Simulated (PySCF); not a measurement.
# One molecule, many inputs

Molecule: SMILES O=S(=O)(O)C1=CC=C[SiH2]1, C4H6O3SSi; geometry GFN2-xTB.

Geometry:
```json
{"atom": "O1", "x (Å)": "-2.333", "y (Å)": "-1.629", "z (Å)": "-0.139"}
{"atom": "S2", "x (Å)": "-1.983", "y (Å)": "-0.267", "z (Å)": "-0.385"}
{"atom": "O3", "x (Å)": "-2.477", "y (Å)": "0.384", "z (Å)": "-1.563"}
{"atom": "O4", "x (Å)": "-2.498", "y (Å)": "0.622", "z (Å)": "0.876"}
{"atom": "C5", "x (Å)": "-0.267", "y (Å)": "-0.091", "z (Å)": "-0.199"}
{"atom": "C6", "x (Å)": "0.481", "y (Å)": "0.702", "z (Å)": "-0.964"}
{"atom": "C7", "x (Å)": "1.903", "y (Å)": "0.699", "z (Å)": "-0.638"}
{"atom": "C8", "x (Å)": "2.271", "y (Å)": "-0.100", "z (Å)": "0.374"}
{"atom": "Si9", "x (Å)": "0.758", "y (Å)": "-1.014", "z (Å)": "1.076"}
{"atom": "H10", "x (Å)": "-3.057", "y (Å)": "1.324", "z (Å)": "0.542"}
{"atom": "H11", "x (Å)": "0.087", "y (Å)": "1.302", "z (Å)": "-1.771"}
{"atom": "H12", "x (Å)": "2.581", "y (Å)": "1.320", "z (Å)": "-1.205"}
{"atom": "H13", "x (Å)": "3.297", "y (Å)": "-0.172", "z (Å)": "0.692"}
{"atom": "H14", "x (Å)": "0.803", "y (Å)": "-2.453", "z (Å)": "0.840"}
{"atom": "H15", "x (Å)": "0.427", "y (Å)": "-0.618", "z (Å)": "2.443"}
```

All runs: PySCF 2.14.0 with density-fitted response routines, non-relativistic, gas phase unless a solvent (IEF-PCM) is named; grid level 2, GIAOs and SCF threshold 1e-9 unless changed. The yardstick, PBE0/pcSseg-1, gives these isotropic shieldings σ (ppm, equivalent atoms averaged): S2 194.1, C6 29.0, C8 38.2, H12 24.39, H13 24.81, H14/H15 26.85, H10 27.08.

Question: What do these inputs give? (1) PBE0/pcSseg-1; (2) BHandHLYP/pcseg-1; (3) BHandHLYP/pcseg-1; (4) HF/6-311G**; grid level 4; (5) HF/6-311G**; grid level 4

Answer: 
| run | outcome | functions | wall time | S2 | C6 | C8 | H12 | H13 | H14/H15 | H10 |
| --- | --- | --- | --- | --- | --- | --- | --- | --- | --- | --- |
| 1 | converged | 197 | 29 s | 194.1 | 29.0 | 38.2 | 24.39 | 24.81 | 26.85 | 27.08 |
| 2 | converged | 164 | 22 s | 184.5 | 37.0 | 47.4 | 24.92 | 25.16 | 27.39 | 27.42 |
| 3 | converged | 164 | 20 s | 184.5 | 37.0 | 47.4 | 24.92 | 25.16 | 27.39 | 27.42 |
| 4 | converged | 214 | 28 s | 212.1 | 32.8 | 47.4 | 25.31 | 25.57 | 27.76 | 27.97 |
| 5 | converged | 214 | 24 s | 212.1 | 32.8 | 47.4 | 25.31 | 25.57 | 27.76 | 27.97 |

Times are on shared hosts with different chips, so compare them loosely.
